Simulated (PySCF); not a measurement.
AlH4N, SMILES [AlH2][NH2]. The structure is a stationary point at B3LYP-D3(BJ)/def2-TZVP.

TDDFT-M06-2X/def2-TZVPD (PySCF) puts the lowest singlet excitations at 6.08, 6.36, 6.42, 7.49, 7.61, 7.91 eV.

Problem. What are the lowest excitation roots from ADC(2)/aug-cc-pVDZ (PySCF)? (The exact figures need the calculation; the answer reports its results.)

Solution. 5.87, 6.06, 6.69, 7.10, 7.46, 7.75 eV. S1 differs by -0.21 eV (second minus first; roots are paired by order, and the bases may differ).
